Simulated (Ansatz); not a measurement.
Mulliken charges of C2H4FOSb, SMILES `C=C[O][SbH][F]` from r2SCAN/def2-TZVPP in Ansatz (PBE0-D4/def2-TZVP geometry).

| atom | x (Å) | y (Å) | z (Å) | charge (e) |
| --- | --- | --- | --- | --- |
| C1 | -1.618 | -0.256 | 0.837 | -0.248 |
| C2 | -0.497 | -0.176 | 0.136 | 0.122 |
| O3 | 0.722 | -0.081 | 0.724 | -0.474 |
| Sb4 | 2.385 | 0.132 | -0.270 | 0.957 |
| F5 | 1.966 | 1.817 | -1.076 | -0.461 |
| H6 | -1.610 | -0.234 | 1.920 | 0.082 |
| H7 | -2.565 | -0.339 | 0.322 | 0.084 |
| H8 | -0.502 | -0.185 | -0.954 | 0.080 |
| H9 | 1.808 | -0.723 | -1.656 | -0.141 |

Task: By hand: the dipole of these point charges (1 e Å = 4.8032 D).

Result: Σ q r = (0.732, -0.591, 0.045) e Å, of length 0.942 e Å = 4.52 D.

Task: How does the dipole of the full density compare? (An estimate is asked.)

Result: The calculation gave: (0.339, -0.381, -0.046) e Å, 2.46 D; the point charges give 1.84 times that, at 12° from its direction.

Point charges leave out the atoms' own dipoles, such as those of lone pairs, and Mulliken's split depends on the basis, so the two needn't agree.
